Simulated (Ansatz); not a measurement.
Basis-set extrapolation for AlClH₅NSi (`[SiH3][NH][AlH][Cl]`) (PBE0-D4/def2-TZVP geometry, frozen core, Ansatz). Multiplicity 1, RHF reference.

```json
{"": "HF", "def2-TZVPP": "-1047.906027", "def2-QZVPP": "-1047.938249"}
{"": "MP2 correlation", "def2-TZVPP": "-0.602941", "def2-QZVPP": "-0.653314"}
{"": "CCSD(T) correlation", "def2-TZVPP": "-0.678076", "def2-QZVPP": "not run"}
```

Energies in hartree. Use E(X) = E(∞) + A·exp(−7.88·√X) for Hartree–Fock and E(X) = E(∞) + B·X^(−2.97) for correlation, with X = 3 and 4, and add CCSD(T) minus MP2 of the smaller set to the MP2 limit.

Question: What is the CCSD(T) energy at the basis-set limit?

Answer: HF limit: -1047.938249 + (-0.032222) × 0.13774 = -1047.94269. MP2 limit: -0.653314 + (-0.050373) × 0.74074 = -0.69063. Higher-order term: -0.678076 − (-0.602941) = -0.07514. Total: -1048.70846 hartree, 3.38 eV below CCSD(T)/def2-TZVPP.
